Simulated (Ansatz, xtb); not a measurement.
**Two isomers of C2H8GeOSi2**

Structure I is `[SiH3]O[SiH2]C#[C][GeH3]`, a singlet and structure II is `C=[C]1[SiH2][SiH2][O][GeH2]1`, a singlet. Both are isolated molecules in the gas phase, relaxed with r2SCAN-D4/def2-SVP; the shapes shown needn't be the lowest conformers.

I (Å):

| atom | x (Å) | y (Å) | z (Å) |
| --- | --- | --- | --- |
| C | 0.5051 | 0.1293 | -0.9173 |
| C | 0.8254 | 1.0461 | -1.6714 |
| Ge | 1.3213 | 2.4655 | -2.8350 |
| O | -1.6496 | -1.5171 | -0.0223 |
| Si | -2.9007 | -1.2909 | -1.0960 |
| Si | -0.0291 | -1.2403 | 0.1813 |
| H | -3.0806 | 0.1607 | -1.3936 |
| H | -2.6322 | -2.0199 | -2.3720 |
| H | -4.1397 | -1.8286 | -0.4697 |
| H | 0.7438 | -2.4640 | -0.1694 |
| H | 0.2202 | -0.8643 | 1.5977 |
| H | 1.6610 | 3.6959 | -1.9889 |
| H | 2.5408 | 2.0258 | -3.6503 |
| H | 0.1402 | 2.7657 | -3.7625 |

II (Å):

```xyz
14

C    -0.7515    0.9131   -1.6970
C    -0.1706    0.2385   -0.6877
Ge    1.6413    0.6425   -0.0712
O     1.5613    0.1954    1.6701
Si   -1.0317   -1.0200    0.4346
Si    0.2286   -0.5348    2.3761
H    -1.7897    0.7266   -2.0053
H    -0.2277    1.6917   -2.2705
H    -2.5113   -0.8047    0.4675
H    -0.7580   -2.4142   -0.0439
H     0.6530   -1.7322    3.1622
H    -0.4686    0.4038    3.3105
H     2.7333   -0.2358   -0.7035
H     1.9945    2.1347   -0.1712
```

Quicker runs give these differences E(II) − E(I): GFN2-xTB +13.0 kcal/mol; HF/STO-3G −19.1 kcal/mol (at GFN2-xTB geometries); r2SCAN-D4/def2-SVP//GFN2-xTB −12.8 kcal/mol.

**Question.** Estimate which is lower in electronic energy at CCSD(T)/def2-SVP + ΔMP2/def2-TZVPP, and by roughly how much.

**Answer.** The CCSD(T)/def2-SVP + ΔMP2/def2-TZVPP calculation puts structure II lower, by 4.1 kcal/mol.

The same difference at several levels:

```json
{"level": "GFN2-xTB", "geometry": "GFN2-xTB", "E(II) − E(I) (kcal/mol)": "+13.0", "departure from the last row (kcal/mol)": "+17.0", "job, with rough time for the two": "optimisation, 0.27 s"}
{"level": "HF/STO-3G", "geometry": "GFN2-xTB", "E(II) − E(I) (kcal/mol)": "−19.1", "departure from the last row (kcal/mol)": "−15.0", "job, with rough time for the two": "single point, 0.5 s"}
{"level": "r2SCAN-D4/def2-SVP//GFN2-xTB", "geometry": "GFN2-xTB", "E(II) − E(I) (kcal/mol)": "−12.8", "departure from the last row (kcal/mol)": "−8.7", "job, with rough time for the two": "single point, 4.2 s"}
{"level": "r2SCAN-D4/def2-SVP", "geometry": "r2SCAN-D4/def2-SVP", "E(II) − E(I) (kcal/mol)": "−13.2", "departure from the last row (kcal/mol)": "−9.2", "job, with rough time for the two": "optimisation, 3.4 min"}
{"level": "HF/def2-SVP", "geometry": "r2SCAN-D4/def2-SVP", "E(II) − E(I) (kcal/mol)": "+1.6", "departure from the last row (kcal/mol)": "+5.7", "job, with rough time for the two": "part of the CCSD(T) run"}
{"level": "MP2/def2-SVP", "geometry": "r2SCAN-D4/def2-SVP", "E(II) − E(I) (kcal/mol)": "−3.5", "departure from the last row (kcal/mol)": "+0.6", "job, with rough time for the two": "part of the CCSD(T) run"}
{"level": "CCSD(T)/def2-SVP", "geometry": "r2SCAN-D4/def2-SVP", "E(II) − E(I) (kcal/mol)": "−6.0", "departure from the last row (kcal/mol)": "−1.9", "job, with rough time for the two": "single point"}
{"level": "CCSD(T)/def2-SVP + ΔMP2/def2-TZVPP", "geometry": "r2SCAN-D4/def2-SVP", "E(II) − E(I) (kcal/mol)": "−4.1", "departure from the last row (kcal/mol)": "", "job, with rough time for the two": "single point, 77 s"}
```

As drawn, II has 1 C=C, 1 Si–Si, 1 Ge–O, 2 C–H in place of 1 O–Si, 1 C≡C, 1 Si–H, 1 Ge–H. Structure I has no ring, II a 5-membered ring.

GFN2-xTB, HF/def2-SVP put the two in the other order. The largest departure from CCSD(T)/def2-SVP + ΔMP2/def2-TZVPP is that of GFN2-xTB, 17.0 kcal/mol. A small imaginary or near-zero mode remains, so no thermal terms are given. The last row adds to CCSD(T) the change of the MP2 difference between the two basis sets, here +1.9 kcal/mol.

The correlated steps freeze 22 core orbitals; the filled d shell of Ge is correlated, in a basis made for valence electrons. Programs: Ansatz 0.2.0, xtb 6.7.1; the last row on 4 threads of Arm Neoverse V1 on a shared host.
